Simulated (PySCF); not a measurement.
# `C=Cc1cncs1`, C₅H₅NS

Molfile (atoms numbered from 1):
```
C5H5NS
     RDKit          3D

 12 12  0  0  0  0  0  0  0  0999 V2000
   -2.2428   -0.9911    0.1747 C   0  0  0  0  0  0  0  0  0  0  0  0
   -1.4332    0.0759    0.1743 C   0  0  0  0  0  0  0  0  0  0  0  0
   -0.0096    0.0854   -0.0987 C   0  0  0  0  0  0  0  0  0  0  0  0
    0.8323    1.1775   -0.1016 C   0  0  0  0  0  0  0  0  0  0  0  0
    2.1395    0.9359   -0.3888 N   0  0  0  0  0  0  0  0  0  0  0  0
    2.3316   -0.3276   -0.6102 C   0  0  0  0  0  0  0  0  0  0  0  0
    0.9227   -1.3240   -0.4843 S   0  0  0  0  0  0  0  0  0  0  0  0
   -1.8705   -1.9966   -0.0439 H   0  0  0  0  0  0  0  0  0  0  0  0
   -3.3074   -0.8902    0.3947 H   0  0  0  0  0  0  0  0  0  0  0  0
   -1.8506    1.0638    0.3989 H   0  0  0  0  0  0  0  0  0  0  0  0
    0.5001    2.1960    0.1112 H   0  0  0  0  0  0  0  0  0  0  0  0
    3.2994   -0.7684   -0.8613 H   0  0  0  0  0  0  0  0  0  0  0  0
  1  2  2  0
  2  3  1  0
  3  4  2  0
  4  5  1  0
  5  6  2  0
  6  7  1  0
  7  3  1  0
  1  8  1  0
  1  9  1  0
  2 10  1  0
  4 11  1  0
  6 12  1  0
M  END
```

Computed with quadratic response CAM-B3LYP/def2-TZVPD first hyperpolarisability, Taylor convention, gas phase (PySCF). Geometry: PBE0-D3(BJ)/def2-SVP.

Q: Give β for the processes computed.

A: In au, Taylor convention; the vector part is βᵢ = ⅓ Σⱼ (βᵢⱼⱼ + βⱼᵢⱼ + βⱼⱼᵢ); β∥ is 3/5 of the vector part along the dipole, the dipole points from − to +:
```tsv
process	λ (nm)	β vector norm	β∥	β HRS	depolarisation ratio
static β(0;0,0)	∞	218.7	-128.7	92.1	4.73
second harmonic β(−2ω;ω,ω)	1907	234.6	-138.0	99.1	4.73
Pockels β(−ω;ω,0)	1907	223.8	-131.7	–	–
second harmonic β(−2ω;ω,ω)	1064	278.1	-163.0	118.6	4.72
Pockels β(−ω;ω,0)	1064	235.7	-138.7	–	–
```

Q: Which lowest excitations, dipole and polarisabilities go with it?

A: S1 4.71 eV (f = 0.329); S2 5.19 eV (f = 0.000); S3 5.61 eV (f = 0.016); dipole 1.60 D; isotropic α 88.2 au static, 88.6 au at 1907 nm, 89.6 au at 1064 nm, 90.0 au at 953.5 nm, 94.9 au at 532 nm.
